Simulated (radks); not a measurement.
The numbers below are computed, except where a source is named.
Question: Valence configurations of Sc III (all share [Ar]). Code: a radial shooting solver on a logarithmic mesh with Libxc functionals. Model: scalar-relativistic Kohn-Sham, PBE, spin-polarised, spherical densities, point nucleus; open shells are filled with parallel spins first. Order these by energy: 4p1; 3d1; 3d0.5 4s0.5; 4s1.

Answer: From the lowest, in eV above it: 3d1 0.000; 3d0.5 4s0.5 1.353; 4s1 3.283; 4p1 7.756. NIST lists [Ar] 3d1 as the ground configuration; this level of theory agrees among the configurations tried. The energies are those of spherical high-spin densities, not of single terms.
